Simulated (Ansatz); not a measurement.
Tl4H5⁻: single points at one geometry.

```yaml
crystal:
  periodic: [false, false, false]
  atoms:
    - {symbol: Tl, position_ang: [-1.865932, 2.609712, 0.911284]}
    - {symbol: Tl, position_ang: [1.375833, -2.039557, 0.005051]}
    - {symbol: Tl, position_ang: [-0.148530, -0.107399, 1.974445]}
    - {symbol: Tl, position_ang: [-0.324462, 0.777245, -1.663200]}
    - {symbol: H, position_ang: [-1.623685, 2.603124, -1.198007]}
    - {symbol: H, position_ang: [0.837142, -3.746833, -0.563850]}
    - {symbol: H, position_ang: [0.309658, 1.724095, 0.565175]}
    - {symbol: H, position_ang: [-1.777252, 0.309372, 0.330829]}
    - {symbol: H, position_ang: [3.217228, -2.129761, -0.361736]}
basis:
  gaussian: {orbitals: def2-TZVPD, initial_orbitals: start.molden}
total_charge: -1
hamiltonian: {xc: lda}
scf: {omitted_lower_state_checks: [starts]}
output: {orbitals: {seedname: orbitals}}
```

The file start.molden holds the orbitals of an earlier run on this structure, at another level or in another basis.

```sh
$ ansatz run in.yaml --threads 4 --pin off --events-out ev --progress --plain --max-ram 4787MiB
```

It prints (some lines left out):

```
Functional definition: SPW92
2007 factors; their error is unknown
mean field evaluation 1: about -18833.3036 eV, gradient 1.3e1 eV
mean field evaluation 2: about -18833.7604 eV, gradient 3.7e-1 eV
mean field evaluation 4: about -18833.7523 eV, gradient 1.2e-1 eV
mean field -18833.75230986 eV, -692.1276314117 hartree, gradient 3.4e-5 eV, S^2 0.000000; 0 other end points of the search recorded, 0 dependent functions left out
reference -18833.75237198 eV, -692.1276336943 hartree; 45, 45 occupied and 224, 224 virtual orbitals, 2007 factors
Total energy: -18833.75237198 eV, -692.1276336943 hartree
Checks for a lower state left out: starts
```

Run time 5.5 s (4 threads of Intel Xeon on a shared host).

First input, but with `hamiltonian: {xc: pbe0, dispersion: d4}` (abridged; 18 s):

```
Functional definition: PBE0
mean field -18860.06110126 eV, -693.0944616629 hartree, gradient 1.5e-5 eV, S^2 0.000000
Total energy: -18860.44659702 eV, -693.1086283705 hartree
Checks for a lower state left out: starts
```

First input, but with `gaussian: {orbitals: def2-SVPD, initial_orbitals: start.molden}`, `correlation: {method: ccsd_t}` and without the key `hamiltonian` (abridged; 2.7 min):

```
Functional definition: HF
mean field evaluation 16: about -18737.2433 eV, gradient 7.1e0 eV
mean field -18746.15509426 eV, -688.9084931139 hartree, gradient 1.6e-6 eV, S^2 0.000000
16 core orbitals not correlated: weight in the atoms' cores, before any rotation towards them, 1.000 or more for the frozen orbitals, at most 0.000 for the correlated occupied ones
second order -11.40858132 eV of doubles, -0.00000000 eV of singles
cycle   1  -12.49155750 eV  change    -1.1e0 eV  update   1.4e-1
cycle   2  -13.07889800 eV  change   -5.9e-1 eV  update   4.6e-2
cycle   3  -13.19132850 eV  change   -1.1e-1 eV  update   2.4e-2
cycle   4  -13.19180284 eV  change   -4.7e-4 eV  update   8.3e-3
cycle   5  -13.18858830 eV  change    3.2e-3 eV  update   4.1e-3
cycle   6  -13.18778236 eV  change    8.1e-4 eV  update   1.6e-3
cycle   7  -13.18750991 eV  change    2.7e-4 eV  update   7.0e-4
cycle   8  -13.18765902 eV  change   -1.5e-4 eV  update   3.4e-4
cycle   9  -13.18776696 eV  change   -1.1e-4 eV  update   1.6e-4
cycle  10  -13.18772313 eV  change    4.4e-5 eV  update   8.3e-5
cycle  11  -13.18769441 eV  change    2.9e-5 eV  update   4.6e-5
perturbative correction -0.61688780 eV, -0.0226702084 hartree
Total energy: -18759.95967647 eV, -689.4158021530 hartree
Checks for a lower state left out: starts
```

First input, but with `hamiltonian: {xc: {name: BLYP}, dispersion: d4}` (abridged; 9.5 s):

```
Functional definition: BLYP
mean field -18858.08262487 eV, -693.0217539965 hartree, gradient 1.1e-5 eV, S^2 0.000000
Total energy: -18858.97677832 eV, -693.0546135297 hartree
Checks for a lower state left out: starts
```

First input, but with `correlation: {method: mp2}` and without the key `hamiltonian` (abridged; 24 s):

```
Functional definition: HF
mean field -18746.60611840 eV, -688.9250679450 hartree, gradient 9.8e-7 eV, S^2 0.000000
16 core orbitals not correlated: weight in the atoms' cores, before any rotation towards them, 1.000 or more for the frozen orbitals, at most 0.000 for the correlated occupied ones
second order -43.06484877 eV of doubles, -0.00000000 eV of singles
Total energy: -18789.67096717 eV, -690.5076719470 hartree
Checks for a lower state left out: starts
```

As the first input, with `hamiltonian: {xc: {name: r2SCANh}, dispersion: d4}` (abridged; 22 s):

```
Functional definition: r2SCANh
mean field -18866.47199583 eV, -693.3300576927 hartree, gradient 1.1e-5 eV, S^2 0.000000
Total energy: -18866.57770093 eV, -693.3339422836 hartree
Checks for a lower state left out: starts
```

The first input with `hamiltonian: {xc: r2scan, dispersion: d4}` (abridged; 17 s):

```
Functional definition: r2SCAN
mean field -18869.18703666 eV, -693.4298336030 hartree, gradient 2.0e-5 eV, S^2 0.000000
Total energy: -18869.27904481 eV, -693.4332148400 hartree
Checks for a lower state left out: starts
```

Geometry: B3LYP-D4/def2-SVPD.

In the def2 sets Tl takes a core potential; there is no spin–orbit coupling. Correlated methods freeze 16 core orbitals; core or outer-core shells of Tl are correlated, in sets that lack core-valence functions. Another isomer (singlet) lies 0.57 eV lower at PBE0-D4/def2-TZVPD; other spin states weren't run for this one.
